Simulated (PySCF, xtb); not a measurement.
CH6FNOSi2, SMILES [SiH2]1N[Si@H](F)OC1.

GFN2-xTB in xtb 6.7.1 at its own geometry gives an orbital gap of 5.25 eV and a dipole moment of 2.91 D.

The structure is a stationary point at PBE-D3(BJ)/def2-SVP. The structure was generated by enumeration; whether it is a known compound was not checked. Other conformers were not sampled.

Question: What does CAM-B3LYP/def2-TZVP (PySCF) give? (An estimate is asked for; the answer gives what the named calculation found.)

Answer: gap 10.08 eV (levels -9.26 and 0.82 eV), dipole 2.44 D.
